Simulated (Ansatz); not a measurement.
Pd2Au4, relaxed as a singlet with RKS B3LYP-D4/def2-SVP in Ansatz, starting from the GFN2-xTB geometry. Force threshold 0.02 eV/Å.

In the def2 sets Au, Pd take a core potential; there is no spin–orbit coupling. The relaxation made no stability test and no search for a lower SCF solution. No other spin state of charge 0 was run. The structure comes from a short search, and lower isomers may exist.

Start:

```tsv
atom	x (Å)	y (Å)	z (Å)
Pd1	-0.519	1.221	0.781
Pd2	-0.535	-0.768	-1.319
Au3	-2.812	0.283	-0.385
Au4	1.522	-2.003	-2.244
Au5	1.331	2.001	2.459
Au6	1.014	-0.733	0.709
```

```
step  energy (eV)  largest force component (eV/Å)  SCF passes
   1  -21744.0469                           1.216          32
   2  -21744.4768                           0.529          45
   3  -21744.7837                           0.445          45
   4  -21745.0084                           0.425          44
   5  -21745.0872                           0.281          38
   6  -21745.1241                           0.124          38
   7  -21745.1294                           0.097          39
   8  -21745.1322                           0.008          39
```

Force components are those of the run's own axes.

End:

| atom | x (Å) | y (Å) | z (Å) |
| --- | --- | --- | --- |
| Pd1 | -0.8373 | 1.0006 | 0.8161 |
| Pd2 | -0.7524 | -0.7102 | -1.1398 |
| Au3 | -2.9705 | 0.5410 | -0.6010 |
| Au4 | 1.5193 | -1.9912 | -1.6952 |
| Au5 | 1.3480 | 1.4765 | 2.2696 |
| Au6 | 1.6928 | -0.3166 | 0.3503 |

By distances, no bond broke or formed, bridged metal pairs apart. The bond that changes most is Au5–Au6, from 3.26 to 2.65 Å (atoms count from 1). Metal–metal contacts that move far: Au5–Au6 3.26 to 2.65 Å, Au4–Au6 3.25 to 2.65 Å. The end is the same structure that another start reached.

No frequencies were taken in this run, so the end may be a saddle point.

It took 38 s on 4 threads of Intel Xeon 6975P-C on a shared host, peak host memory 0.76 GiB.
